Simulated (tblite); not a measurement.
Compound: C₇H₉BSi.
Numbering: `[CH:1]#[C:2]/[CH:3]=[CH:4]/[C:5]#[C:6][B:7]([CH3:8])[SiH3:9]` (hydrogens: H10 on C1; H11 on C3; H12 on C4; H13, H14, H15 on C8; H16, H17, H18 on Si9)

Computed with GFN2-xTB (tblite), gas phase: L-BFGS steps from a force-field or distance-geometry start until the largest atomic force falls under 0.01 eV/Å.

Step 48: E = -608.4337 eV
```
atom  x, y, z in Å  |  force x, y, z in eV/Å
C1      5.3037   -0.5389    1.4904    0.005   0.006   0.009
C2      4.2310   -0.3401    0.9844    0.015   0.005  -0.020
C3      2.9730   -0.1517    0.3931    0.001   0.003   0.010
C4      1.8276   -0.4076    1.0515   -0.003  -0.027  -0.007
C5      0.5637   -0.2813    0.4646   -0.006  -0.019  -0.003
C6     -0.5376   -0.2240   -0.0518    0.000  -0.006  -0.003
B7     -1.9008   -0.1903   -0.6589   -0.001   0.009   0.003
C8     -2.0214   -0.2956   -2.2323    0.002   0.005  -0.006
Si9    -3.4884   -0.1258    0.5068   -0.004  -0.002   0.005
H10     6.2402   -0.7099    1.9307    0.009   0.017  -0.003
H11     2.9610    0.2049   -0.6294    0.004  -0.006   0.008
H12     1.8616   -0.7539    2.0784   -0.029  -0.001   0.000
H13    -1.9976   -1.3528   -2.5069   -0.004   0.004   0.003
H14    -2.9504    0.1076   -2.6309   -0.010  -0.003   0.004
H15    -1.1933    0.1724   -2.7630    0.016  -0.004  -0.003
H16    -3.3226    0.7003    1.7120   -0.003   0.022   0.015
H17    -3.8614   -1.4608    1.0089    0.007  -0.004  -0.012
H18    -4.6970    0.3891   -0.1591    0.001   0.002   0.000
```

Step 49: E = -608.4338 eV
```
atom  x, y, z in Å  |  force x, y, z in eV/Å
C1      5.3033   -0.5373    1.4905    0.005   0.006   0.008
C2      4.2306   -0.3402    0.9837    0.019   0.006  -0.014
C3      2.9721   -0.1522    0.3932    0.008  -0.001   0.008
C4      1.8272   -0.4092    1.0518    0.003  -0.023  -0.007
C5      0.5633   -0.2830    0.4653    0.008  -0.022   0.003
C6     -0.5375   -0.2265   -0.0519   -0.012  -0.004  -0.009
B7     -1.9003   -0.1916   -0.6590   -0.004   0.010  -0.001
C8     -2.0212   -0.2958   -2.2324    0.002   0.007  -0.010
Si9    -3.4875   -0.1254    0.5065   -0.007   0.018   0.026
H10     6.2402   -0.7071    1.9308    0.003   0.017  -0.006
H11     2.9598    0.2044   -0.6292    0.002  -0.005   0.006
H12     1.8620   -0.7553    2.0785   -0.031  -0.004   0.006
H13    -1.9983   -1.3524   -2.5092   -0.003   0.002   0.006
H14    -2.9499    0.1086   -2.6302   -0.013  -0.002   0.003
H15    -1.1931    0.1724   -2.7631    0.017  -0.003  -0.001
H16    -3.3230    0.7016    1.7130   -0.002   0.008  -0.006
H17    -3.8605   -1.4597    1.0092    0.004  -0.011  -0.010
H18    -4.6959    0.3903   -0.1591    0.002   0.001  -0.001
```

Step 50: E = -608.4340 eV
```
atom  x, y, z in Å  |  force x, y, z in eV/Å
C1      5.3028   -0.5352    1.4908    0.005   0.006   0.006
C2      4.2304   -0.3401    0.9825    0.020   0.009  -0.004
C3      2.9711   -0.1528    0.3935    0.013  -0.008   0.004
C4      1.8267   -0.4120    1.0520    0.008  -0.014  -0.005
C5      0.5627   -0.2859    0.4661    0.024  -0.025   0.007
C6     -0.5375   -0.2297   -0.0520   -0.024  -0.001  -0.014
B7     -1.8998   -0.1929   -0.6592   -0.007   0.010  -0.006
C8     -2.0208   -0.2958   -2.2328    0.000   0.009  -0.011
Si9    -3.4864   -0.1247    0.5066   -0.008   0.038   0.043
H10     6.2403   -0.7031    1.9308   -0.001   0.017  -0.008
H11     2.9582    0.2035   -0.6290    0.000  -0.003   0.003
H12     1.8619   -0.7573    2.0788   -0.029  -0.009   0.010
H13    -1.9992   -1.3518   -2.5118   -0.002   0.000   0.009
H14    -2.9496    0.1100   -2.6291   -0.011   0.000   0.000
H15    -1.1925    0.1724   -2.7633    0.012  -0.004   0.002
H16    -3.3233    0.7037    1.7143   -0.002  -0.007  -0.028
H17    -3.8592   -1.4585    1.0094    0.001  -0.017  -0.007
H18    -4.6944    0.3918   -0.1592    0.002  -0.001  -0.001
```

Step 51: E = -608.4343 eV
```
atom  x, y, z in Å  |  force x, y, z in eV/Å
C1      5.3021   -0.5313    1.4914    0.006   0.007   0.001
C2      4.2302   -0.3396    0.9807    0.018   0.013   0.010
C3      2.9696   -0.1541    0.3939    0.017  -0.019  -0.002
C4      1.8260   -0.4171    1.0523    0.013  -0.001   0.000
C5      0.5619   -0.2915    0.4669    0.036  -0.027   0.009
C6     -0.5378   -0.2358   -0.0519   -0.030   0.003  -0.020
B7     -1.8994   -0.1950   -0.6595   -0.010   0.009  -0.011
C8     -2.0203   -0.2956   -2.2335   -0.004   0.011  -0.007
Si9    -3.4850   -0.1229    0.5076   -0.006   0.053   0.051
H10     6.2406   -0.6961    1.9306   -0.004   0.015  -0.009
H11     2.9554    0.2022   -0.6285   -0.003  -0.002   0.000
H12     1.8609   -0.7606    2.0795   -0.023  -0.017   0.013
H13    -2.0009   -1.3508   -2.5156    0.000   0.000   0.013
H14    -2.9492    0.1124   -2.6275   -0.007   0.003  -0.006
H15    -1.1912    0.1726   -2.7635    0.004  -0.005   0.007
H16    -3.3227    0.7073    1.7157   -0.002  -0.022  -0.048
H17    -3.8572   -1.4570    1.0095   -0.004  -0.019  -0.003
H18    -4.6917    0.3943   -0.1600    0.000  -0.002   0.001
```

Question: Estimate the geometry and energy of step 52. (The exact step hangs on the optimiser's Hessian estimate; all steps are aligned on step 51, rigid shifts and turns removed.)

Answer: E = -608.4347 eV, largest force 0.060 eV/Å
```
atom  x, y, z in Å  |  force x, y, z in eV/Å
C1      5.3012   -0.5259    1.4923    0.007   0.009  -0.005
C2      4.2299   -0.3385    0.9789    0.012   0.018   0.023
C3      2.9678   -0.1560    0.3944    0.015  -0.030  -0.007
C4      1.8251   -0.4240    1.0526    0.014   0.013   0.006
C5      0.5610   -0.3000    0.4673    0.036  -0.026   0.006
C6     -0.5387   -0.2446   -0.0514   -0.023   0.006  -0.022
B7     -1.8994   -0.1978   -0.6598   -0.009   0.009  -0.011
C8     -2.0197   -0.2949   -2.2343   -0.009   0.010   0.000
Si9    -3.4834   -0.1200    0.5095   -0.001   0.047   0.037
H10     6.2412   -0.6863    1.9299   -0.001   0.012  -0.007
H11     2.9517    0.2004   -0.6279   -0.004  -0.002  -0.001
H12     1.8591   -0.7650    2.0806   -0.013  -0.024   0.010
H13    -2.0030   -1.3493   -2.5199    0.002   0.003   0.016
H14    -2.9485    0.1160   -2.6256   -0.001   0.005  -0.014
H15    -1.1894    0.1730   -2.7631   -0.007  -0.008   0.012
H16    -3.3205    0.7120    1.7165   -0.003  -0.028  -0.052
H17    -3.8549   -1.4552    1.0098   -0.007  -0.012   0.002
H18    -4.6880    0.3976   -0.1614   -0.006  -0.002   0.007
```

The energy changes by -0.0004 eV. The first-order estimate −F·Δx gives -0.0005 eV and the mean of the old and new forces, exact on a quadratic surface, -0.0003 eV. The step makes an angle of 80° with the force vector and moves no atom by more than 0.010 Å.

The cost below is that of the whole relaxation. Time: 4.8 s wall, 4.1 s CPU. Hardware: one thread, Intel Xeon at 2.50 GHz (x86_64), no GPU, on a shared host.
